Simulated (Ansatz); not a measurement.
Start from `[NH2][Sn]([F])([Cl])[Cl]` and change one atom or group to get `[F][Sn]([F])([Cl])[Cl]`.

Ansatz, PBE0-D4/def2-TZVP geometries, multiplicity 1. Each molecule was computed in one conformer, which needn't be the lowest.

Elements past krypton have def2 core potentials.

```json
{"property": "LUMO energy (PBE0/def2-TZVPP) / eV", "`[NH2][Sn]([F])([Cl])[Cl]`": "-2.35"}
{"property": "HOMO–LUMO gap (PBE/def2-TZVPP) / eV", "`[NH2][Sn]([F])([Cl])[Cl]`": "3.94"}
{"property": "size of the dipole moment (PBE/def2-TZVPP) / D", "`[NH2][Sn]([F])([Cl])[Cl]`": "3.22"}
{"property": "ideal-gas entropy at 298 K and 1 bar (rigid rotor, harmonic PBE0-D4/def2-TZVP) / J/(mol·K)", "`[NH2][Sn]([F])([Cl])[Cl]`": "391"}
{"property": "HOMO energy (B3LYP/def2-TZVPP) / eV", "`[NH2][Sn]([F])([Cl])[Cl]`": "-8.43"}
{"property": "HOMO energy (PBE/def2-TZVPP) / eV", "`[NH2][Sn]([F])([Cl])[Cl]`": "-7.23"}
```

(1) What does the change do to each property? (Best estimate.)

## Answers

(1) Computed: 
```csv
property,`[F][Sn]([F])([Cl])[Cl]`,shift
LUMO energy (PBE0/def2-TZVPP) / eV,-3.27,-0.92
HOMO–LUMO gap (PBE/def2-TZVPP) / eV,4.53,0.59
size of the dipole moment (PBE/def2-TZVPP) / D,1.41,-1.81
"ideal-gas entropy at 298 K and 1 bar (rigid rotor, harmonic PBE0-D4/def2-TZVP) / J/(mol·K)",361,-30
HOMO energy (B3LYP/def2-TZVPP) / eV,-9.92,-1.49
HOMO energy (PBE/def2-TZVPP) / eV,-8.73,-1.50
```

With PBE0 the HOMO falls by 1.53 eV and the LUMO falls by 0.92 eV, so the gap widens by about 0.61 eV. PBE moves the HOMO by -1.50 eV and ωB97M-V by -1.46 eV. The zero-point energy changes by -61.0 kJ/mol with -6 modes. Dipoles are sizes alone; their direction can turn. Modes under 60 cm⁻¹, often nearly free rotors, make the harmonic entropy too high.

B3LYP here is the variant with VWN-RPA as its local correlation; programs differ in this.
